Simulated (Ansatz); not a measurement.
Cd7H20S7⁻. Charge -1, multiplicity 2. Geometry r2SCAN-D4/def2-SVP; atoms count from 1.

```xyz
34

Cd   -0.1289    2.1618    2.6820
Cd    0.4842    1.5487   -2.2611
Cd   -2.9890    0.3558    2.7418
Cd    3.4769    2.6255   -0.3193
Cd    3.1512   -0.7732    0.7766
Cd   -0.6323   -2.6943   -1.0913
Cd   -0.8341   -1.9400    3.2994
S     2.9559    1.8862   -2.8940
S     0.7569    2.6616    0.1747
S     1.0967   -0.2258    2.5174
S    -3.7969    1.0769   -1.3896
S    -2.0806   -1.5834   -3.3606
S    -2.0158   -1.5452    0.7830
S     1.1579   -0.8318   -1.1816
H    -1.8354    1.6496    2.1452
H     0.3748    3.2281    3.9154
H    -0.9994    1.7610   -3.0825
H    -4.6925    0.2843    2.7403
H     4.9319   -1.1847   -2.1684
H     3.7595    0.9185    0.5042
H     3.8134   -2.3324    0.9835
H    -0.5924   -4.3483   -1.4706
H    -1.9222   -0.6150    4.0013
H    -0.4278   -3.5384    3.7020
H     2.8517    3.1393   -3.3909
H     4.6963   -0.5438   -2.5054
H     0.4406    3.9540   -0.0625
H     1.8100   -0.1784    3.6646
H    -2.6025    1.6219   -1.7426
H    -3.2230    0.2881   -0.4362
H    -2.7939   -0.5835   -2.7357
H    -3.0967   -2.4668   -3.2363
H    -2.9891   -2.4750    0.9115
H     1.8944   -1.3013   -2.2145
```

In the def2 sets Cd takes a core potential; there is no spin–orbit coupling. Single mean-field runs in def2-TZVP are fitted with def2-universal-jkfit. In the doublet geometry the species has come apart into loosely held pieces. In the charge -1 doublet, H19 and H26 lie 0.76 Å apart (atoms count from 1), so H2 has formed as a molecule.

(1) Estimate the Mulliken populations of the heavy atoms from the PBE0/def2-TZVP orbitals of Ansatz.

(2) Where does the spin sit?

(3) And the Mayer bond orders between heavy atoms (over 0.3)?

Results:

(1) 
```json
{"atom": "Cd1", "charge (e)": "0.40", "spin (α − β)": "0.00", "d electrons": "9.98"}
{"atom": "Cd2", "charge (e)": "0.55", "spin (α − β)": "0.00", "d electrons": "9.99"}
{"atom": "Cd3", "charge (e)": "0.30", "spin (α − β)": "0.00", "d electrons": "9.97"}
{"atom": "Cd4", "charge (e)": "0.24", "spin (α − β)": "0.81", "d electrons": "10.01"}
{"atom": "Cd5", "charge (e)": "0.38", "spin (α − β)": "0.06", "d electrons": "9.97"}
{"atom": "Cd6", "charge (e)": "0.53", "spin (α − β)": "0.00", "d electrons": "9.98"}
{"atom": "Cd7", "charge (e)": "0.40", "spin (α − β)": "0.00", "d electrons": "9.97"}
{"atom": "S8", "charge (e)": "-0.58", "spin (α − β)": "0.06", "d electrons": "–"}
{"atom": "S9", "charge (e)": "-0.59", "spin (α − β)": "0.04", "d electrons": "–"}
{"atom": "S10", "charge (e)": "-0.61", "spin (α − β)": "0.00", "d electrons": "–"}
{"atom": "S11", "charge (e)": "-0.38", "spin (α − β)": "0.00", "d electrons": "–"}
{"atom": "S12", "charge (e)": "-0.33", "spin (α − β)": "0.00", "d electrons": "–"}
{"atom": "S13", "charge (e)": "-0.67", "spin (α − β)": "0.00", "d electrons": "–"}
{"atom": "S14", "charge (e)": "-0.63", "spin (α − β)": "0.00", "d electrons": "–"}
```
Mulliken values depend strongly on the basis.

(2) Summed by element: Cd 0.88, S 0.10, H 0.02, of 1 unpaired in all. Largest on single atoms: Cd4 0.81, S8 0.06, Cd5 0.06.

(3) Cd1–S9 0.31 (2.71 Å); Cd1–S10 0.36 (2.69 Å); Cd2–S8 0.52 (2.57 Å); Cd2–S9 0.35 (2.69 Å); Cd2–S14 0.33 (2.70 Å); Cd4–S8 0.41 (2.73 Å); Cd4–S9 0.33 (2.76 Å); Cd5–S10 0.30 (2.75 Å); Cd6–S13 0.43 (2.60 Å); Cd6–S14 0.43 (2.58 Å); Cd7–S10 0.35 (2.70 Å).
